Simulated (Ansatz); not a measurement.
`[NH2][Ge][SH]` and `[NH2][Ge][OH]` differ in one element.

Ansatz, PBE0-D4/def2-TZVP geometries, multiplicity 1. Each molecule was computed in one conformer, which needn't be the lowest.

Scalar relativity is left out up to krypton.

```
                                          property  `[NH2][Ge][SH]`
size of the dipole moment (ωB97M-V/def2-TZVPP) / D             1.57
                HOMO energy (PBE0/def2-TZVPP) / eV            -6.94
                 LUMO energy (PBE/def2-TZVPP) / eV            -2.21
             HOMO energy (ωB97M-V/def2-TZVPP) / eV            -9.00
                LUMO energy (PBE0/def2-TZVPP) / eV            -1.48
               HOMO–LUMO gap (PBE/def2-TZVPP) / eV             3.69
```

Q: Give the same properties after the change, and the shifts. (An estimate is asked.)

A: The calculation gave: 
```
                                          property  `[NH2][Ge][OH]`  shift
size of the dipole moment (ωB97M-V/def2-TZVPP) / D             2.54   0.97
                HOMO energy (PBE0/def2-TZVPP) / eV            -7.34  -0.40
                 LUMO energy (PBE/def2-TZVPP) / eV            -1.82   0.39
             HOMO energy (ωB97M-V/def2-TZVPP) / eV            -9.56  -0.56
                LUMO energy (PBE0/def2-TZVPP) / eV            -1.06   0.42
               HOMO–LUMO gap (PBE/def2-TZVPP) / eV             4.41   0.72
```

With PBE0 the HOMO falls by 0.40 eV and the LUMO rises by 0.42 eV, so the gap widens by about 0.82 eV. PBE moves the HOMO by -0.32 eV and ωB97M-V by -0.56 eV. Dipoles are sizes alone; their direction can turn.
